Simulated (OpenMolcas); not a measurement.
# Pr3+: moving or changing the point charges

Pr3+ among 8 point charges of -2 e arranged as a square antiprism (D4d), 2.74 Å from the ion, with a polar angle of 61.9° against the regular 57.3°.
```
   2.2327    0.9248    1.2912  -2.00
  -0.9248    2.2327    1.2912  -2.00
  -2.2327   -0.9248    1.2912  -2.00
   0.9248   -2.2327    1.2912  -2.00
   2.2327   -0.9248   -1.2912  -2.00
   0.9248    2.2327   -1.2912  -2.00
  -2.2327    0.9248   -1.2912  -2.00
  -0.9248   -2.2327   -1.2912  -2.00
```

```
Program             : OpenMolcas
Method              : CASSCF
Basis               : ANO-RCC-VTZP [8s7p5d3f2g1h]
Scalar Hamiltonian  : DKH2, point nucleus
Active space        : 2 electrons in 7 orbitals (4f)
State averaging     : 2S+1 = 3 even, 21 roots; 2S+1 = 1 even, 27 roots kept (CI in the orbitals of an earlier block)
Spin-orbit coupling : RASSI with atomic mean-field integrals over the reference wave functions
```

Runs around this geometry, states. Energies in cm-1 above the lowest state or level, χT in cm3 K/mol.

```
R (Å)  q (e)  Ground state  First state of that spin  First gap with spin-orbit (degeneracies)  Width of lowest J  χT at 300 K
 2.74     -1      2S+1 = 3                      37.6                               42.5 (1, 2)                751        1.602
 2.74     -2      2S+1 = 3                      85.2                               92.1 (1, 2)               1524        1.524
 2.94     -2      2S+1 = 3                      63.2                               71.8 (1, 2)               1227        1.556
 3.24     -2      2S+1 = 3                      43.7                               52.2 (1, 2)                912        1.585
```

Taking the width of the lowest J multiplet as R^-n, n = -ln(912 / 1524) / ln(3.24 / 2.74) = 3.1 between the shortest and longest distance.

Scaling the charges by -1 / -2 = 0.50 scales the width of the lowest J multiplet by 751 / 1524 = 0.49; with fixed orbitals a first-order splitting would follow the charge.

Point charges carry no covalency, so the field is a model and not that of real ligands. An unlabelled pair can be two single states that coincide in this model. No measured value stands beside these numbers.

A state without a sure symmetry label is named by its multiplicity alone.
